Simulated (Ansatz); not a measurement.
Input for Ansatz (a program for electronic structure): R-HF/def2-TZVPP on H3In (SMILES [InH3]), atoms moved off the minimum. Elements past Kr take the def2 small-core potentials; no spin–orbit coupling.

Ansatz 0.2 input:
```yaml
crystal:
  periodic: [false, false, false]
  atoms:
    - {symbol: In, position_ang: [-0.01365214, -0.08036938, -0.01156596]}
    - {symbol: H, position_ang: [0.67947853, -0.50812419, 1.48823341]}
    - {symbol: H, position_ang: [-0.32053916, 1.63958282, -0.31402290]}
    - {symbol: H, position_ang: [-0.35228076, -1.13610671, -1.22216274]}
basis:
  gaussian:
    orbitals: def2-TZVPP
hamiltonian:
  xc: {name: HF}
scf: {lower_state_search: off}
output: {forces: true}
```

Program output:

```
WARN ansatz: RAYON_NUM_THREADS=1 ignored (pool sized by the plan → 1); use --threads N
Functional definition: HF
these checks for a lower state are left out or cut short: stability, starts, cluster_reference, orbital_swaps, neighbouring_geometries, increment
integrals: 0.02 GiB planned
721 factors; their error is unknown
mean field: 0.14 GiB planned
mean field evaluation 1: about -5194.3560 eV, gradient 9.6e0 eV
mean field evaluation 2: about -5194.7316 eV, gradient 3.2e0 eV
mean field evaluation 4: about -5194.7684 eV, gradient 9.6e-2 eV
mean field evaluation 8: about -5194.9547 eV, gradient 2.8e-3 eV
mean field -5194.95468340 eV, -190.9110633483 hartree, gradient 2.4e-6 eV, S^2 0.000000; 0 other end points of the search recorded, 0 dependent functions left out
the calculation of the forces begins
reference -5194.95468340 eV, -190.9110633483 hartree; 12, 12 occupied and 80, 80 virtual orbitals, 721 factors
Total energy: -5194.95468340 eV, -190.9110633483 hartree
Atom 0 at    -0.013652    -0.080369    -0.011566 Å, force     0.150290     1.452806     0.542053 eV/Å
Atom 1 at     0.679479    -0.508124     1.488233 Å, force     0.109626    -0.148532     0.315186 eV/Å
Atom 2 at    -0.320539     1.639583    -0.314023 Å, force     0.036206    -0.337232     0.100779 eV/Å
Atom 3 at    -0.352281    -1.136107    -1.222163 Å, force    -0.296122    -0.967042    -0.958018 eV/Å
Dipole moment:    -0.013737    -0.102404    -0.000566 e Å
Checks for a lower state left out: stability, starts, cluster_reference, orbital_swaps, neighbouring_geometries, increment
```

The calculation finished and met its thresholds.

Cost: very roughly 0.4 core-seconds.
